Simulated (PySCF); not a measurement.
B(H)(OH)(NMe2) (C2H8BNO), SMILES CN(C)BO.

The structure is a stationary point at TPSSh-D3(BJ)/def2-SVP. This is a generated structure with no PubChem entry under its InChIKey; it may be hypothetical. Other conformers were not sampled.

The numbers are results of TDDFT-PBE/def2-SVPD run with PySCF 2.14.0, not measurements.

Vertical excitations. Isolated molecule, no solvent. State labels are in the subgroup Cs.

Computed UV-visible absorptions:
| state | symmetry | energy (eV) | λ (nm) | f | main pairs |
|---|---|---|---|---|---|
| S1 | A" | 5.20 | 239 | 0.007 | HOMO→LUMO 100 % |
| S2 | A" | 6.03 | 206 | 0.009 | HOMO→LUMO+2 100 % |
| S3 | A' | 6.57 | 189 | 0.196 | HOMO→LUMO+1 93 % |
| S4 | A" | 6.65 | 186 | 0.009 | HOMO→LUMO+3 100 % |
| S5 | A" | 6.90 | 180 | 0.000 | HOMO→LUMO+4 100 % |
| S6 | A" | 7.25 | 171 | 0.000 | HOMO→LUMO+5 99 % |
| S7 | A' | 7.41 | 167 | 0.008 | HOMO−1→LUMO 98 % |
| S8 | A' | 7.79 | 159 | 0.000 | HOMO→LUMO+6 90 % |
| S9 | A" | 7.96 | 156 | 0.007 | HOMO−2→LUMO 98 % |
| S10 | A" | 8.01 | 155 | 0.008 | HOMO→LUMO+7 88 % |
| T1 | A" | 5.12 | 242 | 0 | HOMO→LUMO 100 % |
| T2 | A' | 5.42 | 229 | 0 | HOMO→LUMO+1 99 % |
| T3 | A" | 5.93 | 209 | 0 | HOMO→LUMO+2 100 % |
| T4 | A" | 6.59 | 188 | 0 | HOMO→LUMO+3 99 % |
Triplets are in the Tamm–Dancoff approximation, which puts them higher than full response would, so one can lie above its singlet here.
